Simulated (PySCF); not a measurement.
CH6Cl2Si2. Atoms are numbered in the order given.

```xyz
11

Si    -1.7189    -1.5612     0.4535
C     -0.3535    -1.2910    -0.8439
Si     0.7295     0.2134    -0.6170
Cl    -0.4463     1.9259    -0.6795
Cl     1.6791     0.1086     1.2287
H     -2.4966    -2.7997     0.1000
H     -2.6521    -0.3849     0.4720
H     -1.1095    -1.7373     1.8146
H     -0.8249    -1.2170    -1.8485
H      0.3087    -2.1843    -0.8568
H      1.7888     0.3519    -1.6645
```
Charge 0, spin multiplicity 1.

Geometry optimised at PBE-D3(BJ)/def2-SVP. A frequency run showed that this geometry is not a minimum. One conformer was computed; it need not be the lowest.

Computed with PySCF with PBE-D3(BJ)/def2-SVP.

Frequencies are harmonic and unscaled.

Computed vibrational spectrum:
```
mode  ν (cm⁻¹)  IR (km/mol)  moving atoms (share of kinetic energy)
----  --------  -----------  --------------------------------------
1          33i          0.1                H 53 %, Cl 23 %, Si 19 %
2           96          0.1                H 55 %, Cl 29 %, Si 14 %
3          107          1.7                Si 48 %, Cl 37 %, H 11 %
4          174          2.4                        Cl 74 %, Si 17 %
5          187          0.0                 H 40 %, C 32 %, Cl 23 %
6          306          8.1        Si 56 %, C 16 %, H 15 %, Cl 13 %
7          473          4.9                                  H 89 %
8          477         23.0         Cl 42 %, Si 37 %, C 12 %, H 8 %
9          555          4.0          H 46 %, Si 37 %, Cl 9 %, C 9 %
10         563         73.3                Si 53 %, Cl 37 %, H 10 %
11         645         23.5                 H 66 %, C 22 %, Si 10 %
12         710         12.3                          H 76 %, C 19 %
13         748         41.9                 H 43 %, C 36 %, Si 21 %
14         795        237.8                 H 69 %, Si 17 %, C 13 %
15         801        195.0                 H 78 %, Si 11 %, C 10 %
16         891        150.6                         H 88 %, Si 10 %
17         912         32.5                                  H 97 %
18         913         40.4                                  H 97 %
19         984          2.0                                  H 96 %
20        1044         50.9                          H 57 %, C 40 %
21        1320         10.0                                  H 92 %
22        2166        103.1                                  H 98 %
23        2183         67.2                                  H 97 %
24        2191         80.4                                  H 96 %
25        2199        100.7                                  H 97 %
26        2981          0.2                                  H 95 %
27        3048          0.0                           H 91 %, C 9 %
```
